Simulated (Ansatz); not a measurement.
Start from `[CH3][Sb]([OH])[TeH]` and change one atom or group to get `[CH3][SbH][OH]`.

Ansatz, PBE0-D4/def2-TZVP geometries, multiplicity 1. Each molecule was computed in one conformer, which needn't be the lowest.

Elements past krypton have def2 core potentials.  Spin–orbit coupling is left out; it splits and shifts lone-pair levels of the heavy atoms by tenths of an eV.

```json
{"property": "HOMO energy (ωB97M-V/def2-TZVPP) / eV", "`[CH3][Sb]([OH])[TeH]`": "-8.48"}
{"property": "HOMO energy (PBE/def2-TZVPP) / eV", "`[CH3][Sb]([OH])[TeH]`": "-5.39"}
{"property": "size of the dipole moment (B3LYP/def2-TZVPP) / D", "`[CH3][Sb]([OH])[TeH]`": "1.45"}
{"property": "HOMO–LUMO gap (B3LYP/def2-TZVPP) / eV", "`[CH3][Sb]([OH])[TeH]`": "4.82"}
{"property": "ideal-gas entropy at 298 K and 1 bar (rigid rotor, harmonic PBE0-D4/def2-TZVP) / J/(mol·K)", "`[CH3][Sb]([OH])[TeH]`": "386"}
{"property": "size of the dipole moment (PBE/def2-TZVPP) / D", "`[CH3][Sb]([OH])[TeH]`": "1.31"}
```

What does the change do to each property? (Best estimate.)

Ansatz gave: 
```json
{"property": "HOMO energy (ωB97M-V/def2-TZVPP) / eV", "`[CH3][SbH][OH]`": "-9.10", "shift": "-0.62"}
{"property": "HOMO energy (PBE/def2-TZVPP) / eV", "`[CH3][SbH][OH]`": "-5.90", "shift": "-0.51"}
{"property": "size of the dipole moment (B3LYP/def2-TZVPP) / D", "`[CH3][SbH][OH]`": "1.59", "shift": "0.14"}
{"property": "HOMO–LUMO gap (B3LYP/def2-TZVPP) / eV", "`[CH3][SbH][OH]`": "5.74", "shift": "0.92"}
{"property": "ideal-gas entropy at 298 K and 1 bar (rigid rotor, harmonic PBE0-D4/def2-TZVP) / J/(mol·K)", "`[CH3][SbH][OH]`": "318", "shift": "-68"}
{"property": "size of the dipole moment (PBE/def2-TZVPP) / D", "`[CH3][SbH][OH]`": "1.39", "shift": "0.08"}
```

With PBE0 the HOMO falls by 0.56 eV and the LUMO rises by 0.34 eV, so the gap widens by about 0.90 eV. PBE moves the HOMO by -0.51 eV and ωB97M-V by -0.62 eV. The zero-point energy changes by -0.5 kJ/mol with -3 modes. Dipoles are sizes alone; their direction can turn.

Positive LUMOs are unbound, so they and the gaps depend on the basis.

B3LYP here is the variant with VWN-RPA as its local correlation; programs differ in this.
